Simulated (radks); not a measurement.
Results of a calculation; reference values are marked as such.
Question: The mean radii <r> (bohr) of the occupied orbitals of an atom or ion are listed with their occupations. Code: a radial shooting solver on a logarithmic mesh with Libxc functionals. Model: scalar-relativistic Kohn-Sham, PBEsol, spin-polarised, spherical densities, point nucleus.

| orbital | occ. | <r> |
|---|---|---|
| 1s up | 1 | 0.05850 |
| 1s down | 1 | 0.05849 |
| 2s up | 1 | 0.2674 |
| 2s down | 1 | 0.2669 |
| 2p up | 3 | 0.2359 |
| 2p down | 3 | 0.2354 |
| 3s up | 1 | 0.8106 |
| 3s down | 1 | 0.8133 |
| 3p up | 3 | 0.8568 |
| 3p down | 3 | 0.8621 |
| 3d up | 5 | 1.112 |
| 4s up | 1 | 2.903 |
| 3d down | 1 | 1.219 |
| 4s down | 1 | 3.100 |

Name the element and its charge. Open shells, if any, are filled with parallel spins first.

Answer: Z = 26, iron, charge 0: Fe in [Ar] 3d6 4s2. The 1s radius gives Z: for a bare nucleus <r> = (2 gamma + 1)/(2Z) with gamma = sqrt(1 - (Z/c)^2), 0.05699 bohr for Z = 26, and screening makes it slightly larger (0.05850 here). The occupations add up to 26, and the charge is Z minus that.
